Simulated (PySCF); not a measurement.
**input.py for TeCl**

Input:

```python
from pyscf import gto, dft

mol = gto.M(
    atom='Te 0 0 0; Cl 0 0 2.061',
    basis='lanl2dz',
    ecp={'Te': 'lanl2dz', 'Cl': 'lanl2dz'},
    charge=0,
    spin=1,
    verbose=4,
)
mf = dft.ROKS(mol, xc='mn15')
mf.kernel()
mf.mulliken_pop()
mf.dip_moment()
print('orbital energies (hartree):', mf.mo_energy[..., max(0, mol.nelec[1]-3):mol.nelec[0]+3].round(4))
```

```bash
$ OMP_NUM_THREADS=1 python input.py
```

It prints (some set-up lines and the per-cycle HOMO/LUMO lines with their warnings removed):

```
PySCF version 2.14.0

[INPUT] verbose = 4
[INPUT] num. atoms = 2
[INPUT] num. electrons = 13
[INPUT] charge = 0
[INPUT] spin (= nelec alpha-beta = 2S) = 1
[INPUT] symmetry False subgroup None
[INPUT] Mole.unit = angstrom
[INPUT] Symbol           X                Y                Z      unit          X                Y                Z       unit  Magmom
[INPUT]  1 Te     0.000000000000   0.000000000000   0.000000000000 AA    0.000000000000   0.000000000000   0.000000000000 Bohr   0.0
[INPUT]  2 Cl     0.000000000000   0.000000000000   2.061000000000 AA    0.000000000000   0.000000000000   3.894725542729 Bohr   0.0

nuclear repulsion = 10.7838150696943
number of shells = 8
number of NR pGTOs = 24
number of NR cGTOs = 16
basis = lanl2dz
ecp = {'Te': 'lanl2dz', 'Cl': 'lanl2dz'}

******** <class 'pyscf.dft.roks.ROKS'> ********
method = ROKS
initial guess = minao
damping factor = 0
level_shift factor = 0
DIIS = <class 'pyscf.scf.diis.CDIIS'>
diis_start_cycle = 1
diis_space = 8
diis_damp = 0
SCF conv_tol = 1e-09
SCF conv_tol_grad = None
SCF max_cycles = 50
direct_scf = True
direct_scf_tol = 1e-13
num. doubly occ = 6  num. singly occ = 1
XC library pyscf.dft.libxc version 7.0.0
    S. Lehtola, C. Steigemann, M. J.T. Oliveira, and M. A.L. Marques.,  SoftwareX 7, 1–5 (2018)
XC functionals = mn15
    H. S. Yu, X. He, S. L. Li, and D. G. Truhlar.,  Chem. Sci. 7, 5032-5051 (2016)
    H. S. Yu, X. He, S. L. Li, and D. G. Truhlar.,  Chem. Sci. 7, 5032-5051 (2016)
radial grids:
    Treutler-Ahlrichs [JCP 102, 346 (1995); DOI:10.1063/1.469408] (M4) radial grids

becke partition: Becke, JCP 88, 2547 (1988); DOI:10.1063/1.454033
pruning grids: <function nwchem_prune>
grids dens level: 3
symmetrized grids: False
atomic radii adjust function: <function treutler_atomic_radii_adjust>
small_rho_cutoff = 0
Set gradient conv threshold to 3.16228e-05
tot grids = 40840
init E= -17.301792541239
cycle= 1 E= -22.3353087974614  delta_E= -5.03  |g|= 1.06  |ddm|= 3.36
cycle= 2 E= -22.4461628950455  delta_E= -0.111  |g|= 0.994  |ddm|= 1.84
cycle= 3 E= -22.8204451752242  delta_E= -0.374  |g|= 0.0994  |ddm|= 0.837
cycle= 4 E= -22.8249155713063  delta_E= -0.00447  |g|= 0.00979  |ddm|= 0.102
cycle= 5 E= -22.8249627521006  delta_E= -4.72e-05  |g|= 0.0024  |ddm|= 0.0113
cycle= 6 E= -22.8249658703809  delta_E= -3.12e-06  |g|= 0.000799  |ddm|= 0.0032
cycle= 7 E= -22.8249661721435  delta_E= -3.02e-07  |g|= 0.000101  |ddm|= 0.00107
cycle= 8 E= -22.8249661765708  delta_E= -4.43e-09  |g|= 3.8e-06  |ddm|= 0.000103
cycle= 9 E= -22.8249661765843  delta_E= -1.35e-11  |g|= 8.42e-07  |ddm|= 1.1e-05
Extra cycle  E= -22.8249661765911  delta_E= -6.76e-12  |g|= 8.32e-07  |ddm|= 9.95e-06
converged SCF energy = -22.8249661765911
 ** Mulliken pop  **
pop of  0 Te 5s           0.73805
pop of  0 Te 6s           1.24628
pop of  0 Te 5px          0.73432
pop of  0 Te 5py          0.99698
pop of  0 Te 5pz          0.54874
pop of  0 Te 6px          0.61323
pop of  0 Te 6py          0.82206
pop of  0 Te 6pz          0.04995
pop of  1 Cl 3s           1.17791
pop of  1 Cl 4s           0.80571
pop of  1 Cl 3px          0.91355
pop of  1 Cl 3py          0.97241
pop of  1 Cl 3pz          0.77689
pop of  1 Cl 4px          0.95755
pop of  1 Cl 4py          0.98991
pop of  1 Cl 4pz          0.65646
 ** Mulliken atomic charges  **
charge of    0Te =      0.25039
charge of    1Cl =     -0.25039
Dipole moment(X, Y, Z, Debye):  0.00000,  0.00000, -1.13906
orbital energies (hartree): [-0.4319 -0.4277 -0.2455 -0.2101 -0.0261  0.3361  0.3367]
```

In short: E(SCF) = -22.824966 Eh, 9 cycles, μz(SCF) = -1.14 D.

Hardware: Arm Neoverse N1, 1 thread, shared host. Wall time 3.2 s, peak memory 0.15 GiB.

The bond length is a typed value, not an optimised one. No search for the lowest solution was made.
